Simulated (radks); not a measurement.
Polarisability of the gallium ion Ga4+, [Ar] 3d9, at imaginary frequency. Method: scalar-relativistic Kohn-Sham, LB94 model potential, spin-unpolarised, spherical densities, finite nucleus; Fermi nuclear charge, rms radius 3.9973 fm; computed with a radial shooting solver on a logarithmic mesh with Libxc functionals. Response by self-consistent Sternheimer equations with the Hartree and adiabatic LDA kernel, the relativistic mass of each level held fixed and spin-orbit coupling left out.

| w (hartree) | alpha1(iw) (bohr^3) |
|---|---|
| 0.00266 | 0.8877 |
| 0.0143 | 0.8877 |
| 0.0360 | 0.8875 |
| 0.0697 | 0.8868 |
| 0.118 | 0.8852 |
| 0.186 | 0.8814 |
| 0.280 | 0.8737 |
| 0.413 | 0.8582 |
| 0.605 | 0.8284 |
| 0.892 | 0.7740 |
| 1.35 | 0.6825 |
| 2.12 | 0.5454 |
| 3.59 | 0.3668 |
| 6.94 | 0.1791 |
| 17.5 | 0.04636 |

Static values: alpha1 = 0.8877 bohr^3 (0.1315 angstrom^3; uncoupled 1.077). C6 = 1.736, triple-dipole C9 = 1.062 atomic units. One-pole (London) frequency 4 C6 / (3 alpha1^2) = 2.937 hartree, against 3.229 for minus the highest occupied eigenvalue.
